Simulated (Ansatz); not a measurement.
```yaml
crystal:
  periodic: [false, false, false]
  atoms:
    - {symbol: F, position_ang: [0.324402, 3.212252, 0.241660]}
    - {symbol: C, position_ang: [0.523753, 1.893812, 0.580495]}
    - {symbol: C, position_ang: [0.489473, 1.047356, -0.664844]}
    - {symbol: F, position_ang: [1.625674, 1.257451, -1.413229]}
    - {symbol: C, position_ang: [0.409853, -0.435712, -0.362550]}
    - {symbol: F, position_ang: [1.397232, -0.793787, 0.524776]}
    - {symbol: O, position_ang: [-0.830404, -0.682966, 0.204621]}
    - {symbol: C, position_ang: [-1.185145, -2.005902, 0.288269]}
    - {symbol: F, position_ang: [-2.299281, -2.054672, 1.013354]}
    - {symbol: F, position_ang: [-1.461641, -2.489704, -0.941880]}
    - {symbol: H, position_ang: [1.494422, 1.802543, 1.072602]}
    - {symbol: H, position_ang: [-0.270947, 1.582520, 1.263494]}
    - {symbol: H, position_ang: [-0.376558, 1.320654, -1.275845]}
    - {symbol: H, position_ang: [0.569730, -1.022559, -1.272428]}
    - {symbol: H, position_ang: [-0.410554, -2.631266, 0.741505]}
basis:
  gaussian: {orbitals: cc-pVTZ-DK, fitting: {mean_field: def2-universal-jkfit}}
magnetization: {spin_polarized: true, initial_magnetization: 1}
hamiltonian: {xc: {name: rPW86-PBE}}
scf: {lower_state_search: off}
```

```sh
$ ansatz run in.yaml --threads 4 --pin off --events-out ev --progress --plain --max-ram 66560MiB --backend cuda --devices 0, --max-vram 37GiB
```

How does Ansatz answer? (An estimate is asked.)

The calculation gave: The program refused the input.
```
Error: a molecule whose nuclei and cores have a total charge of 82 cannot have a net charge of 0 together with 1 unpaired electrons
```
